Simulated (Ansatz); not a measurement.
Energy needed to pull apart GaBH3F (SMILES [BH2][GaH][F]), singlet, into free ground-state atoms, from the structure below (displaced at random from a GFN2-xTB minimum); no zero-point or spin–orbit terms; open-shell atoms are treated unrestricted, in their ground-state multiplicity.

```
6
angstrom
B -0.8579 0.5858 -0.8243
Ga 0.8034 -0.1151 0.5893
F 1.1448 -1.8049 0.1392
H -1.8213 0.2529 -0.8866
H -0.4567 0.8189 -1.5429
H 1.2946 0.2611 1.8403
```

Ansatz 0.2.0; basis: def2-TZVPP; cores frozen in the correlated methods. Filled d shells of the heavier atoms are correlated. The def2 sets are not built for correlating such inner shells, so the correlated values are less sure here.

```csv
method,atomization energy (eV)
PBE-D4,14.28
r2SCAN-D4,?
B97M-V,14.52
PBE0-D4,14.07
LC-wPBE,14.34
wB97M-V,14.34
HF,9.97
MP2,14.33
CCSD,?
CCSD(T),13.97
```

(1) What does CCSD give? (Judge from chemistry; the value comes from the calculation.)

(2) What does r2SCAN-D4 give? (An estimate is asked for; the value comes from the calculation.)

T1 diagnostic: at most 0.014.

## Answers

(1) Computed: 13.77 eV, which is about 0.19 eV less than CCSD(T)/def2-TZVPP.

(2) Computed: 14.43 eV, which is about 0.47 eV more than CCSD(T)/def2-TZVPP.

In triple zeta the MP2 and coupled-cluster atomization energies are still short of their basis limit by a few kcal/mol a bond, whereas those of the functionals are nearly converged, so these differences are not deviations from converged CCSD(T).

For scale, one of the runs: CCSD(T)/def2-TZVPP forces, 152 basis functions (an equivalent command: `ansatz run in.yaml --threads 4`). Hardware: 4 CPU threads, shared host. Wall time 120 s; peak host memory 1.9 GiB.
